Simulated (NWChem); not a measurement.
Molecule: CH₄AlClO; SMILES C[O][AlH][Cl]

```xyz
8

Al    -0.9000     0.1327     0.0000
H     -2.4485     0.3677     0.0000
Cl     0.4544     1.7436     0.0000
O     -0.3081    -1.4432     0.0000
C      0.8764    -2.1702     0.0000
H      1.7731    -1.5241     0.0000
H      0.9293    -2.8217     0.8896
H      0.9293    -2.8217    -0.8896
```
Atoms are numbered in this order, from 1.

Computed with NWChem. Medium grid unless said otherwise, to which SCAN and Minnesota functionals are sensitive. Coordinates come from a PBE0/def2-SVP optimisation.

Question: Order these by “orbital gap (eV)”, lowest first: B3LYP/def2-TZVP; PBE/def2-TZVP; M05-2X/def2-TZVP; LC-wPBE (HJS exchange hole, range parameter 0.4 per bohr)/def2-TZVP; LC-BLYP (range parameter 0.33 per bohr)/def2-TZVP.

Answer: PBE/def2-TZVP (5.38), B3LYP/def2-TZVP (7.20), M05-2X/def2-TZVP (10.07), LC-BLYP (range parameter 0.33 per bohr)/def2-TZVP (11.70), LC-wPBE (HJS exchange hole, range parameter 0.4 per bohr)/def2-TZVP (12.52)
